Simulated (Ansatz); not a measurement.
Reactions of `O[SiH2]C(O)Cl`.

Program: Ansatz. Geometries: PBE0-D4/def2-TZVP. ΔE: electronic, gas phase. CBS: MP2 limit from def2 TZ/QZ plus the TZ coupled-cluster correction, frozen cores. This one scheme is used for every species. DFT in def2-TZVPP. For Br outer-core shells are correlated without core-valence functions, which leaves a few kJ/mol of doubt a bond. Scalar relativity is left out up to krypton. Each species was taken in one conformer, which may not be the lowest.

| reaction | B2PLYP (kJ/mol) | CCSD(T)/CBS(def2) (kJ/mol) |
| --- | --- | --- |
| `O[SiH2]C(O)Cl` → `C[Si](O)(O)Cl` | -386 | -390 |
| `O[SiH2]C(O)Cl` → `OC(O)Cl` + `[SiH2]` | 356 | 364 |
| `O[SiH2]C(O)Cl` → `O[SiH](O)CCl` | -192 | -196 |
| `O[SiH2]C(O)Cl` + H₂ → `OC([SiH3])Cl` + H₂O | 77 | 76 |
| `O[SiH2]C(O)Cl` + HBr → `O[SiH2]C(O)Br` + HCl | -10 | -11 |
| `O[SiH2]C(O)Cl` + HCl → `OC(Cl)[SiH2]Cl` + H₂O | 4 | -3 |
| `O[SiH2]C(O)Cl` → `OC(O)[SiH2]Cl` | 13 | 13 |

Largest T1 diagnostic: 0.014, for `[SiH2]`.
